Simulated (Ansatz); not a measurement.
Job for Ansatz (a quantum-chemistry and plane-wave program): R-B97M-V/def2-TZVPPD on C4H10 (a complex). Files ending in .json are basis or fitting sets from the Basis Set Exchange.

Ansatz 0.2 input:
```yaml
crystal:
  periodic: [false, false, false]
  atoms:
    - {symbol: C, position_ang: [-0.15336261, 0.00769633, 0.50165237]}
    - {symbol: H, position_ang: [-1.19013570, -0.28098279, 0.67117917]}
    - {symbol: H, position_ang: [0.23125696, -0.51924718, -0.37070525]}
    - {symbol: H, position_ang: [-0.10186628, 1.08184932, 0.32642937]}
    - {symbol: H, position_ang: [0.44208083, -0.24752226, 1.37654743]}
    - {symbol: C, position_ang: [0.89516354, -1.01035035, 4.32115939]}
    - {symbol: C, position_ang: [0.50851041, 0.25721439, 4.38743214]}
    - {symbol: C, position_ang: [-0.86650011, 0.75581942, 4.07704621]}
    - {symbol: H, position_ang: [0.20902017, -1.79697302, 4.02706560]}
    - {symbol: H, position_ang: [1.90857027, -1.30833609, 4.55730526]}
    - {symbol: H, position_ang: [1.23330404, 1.01050764, 4.68562873]}
    - {symbol: H, position_ang: [-0.84360380, 1.48181507, 3.25952416]}
    - {symbol: H, position_ang: [-1.53106282, -0.05959775, 3.78921749]}
    - {symbol: H, position_ang: [-1.30181945, 1.26694024, 4.94048424]}
basis:
  gaussian:
    orbitals: def2-TZVPPD.json
hamiltonian:
  xc: {name: B97M-V}
scf: {lower_state_search: off}
```

The head of its log:

```
WARN ansatz: RAYON_NUM_THREADS=1 ignored (pool sized by the plan → 1); use --threads N
Functional definition: B97M-V
these checks for a lower state are left out or cut short: stability, starts, cluster_reference, orbital_swaps, neighbouring_geometries, increment
integrals: 0.23 GiB planned
1286 factors; their error is unknown
mean field: 2.02 GiB planned
mean field evaluation 1: about -4298.7896 eV, gradient 7.6e1 eV
mean field evaluation 2: about -4288.3832 eV, gradient 9.4e1 eV
```

Question: What total energy does the run end on?

Answer: -158.4849 hartree.
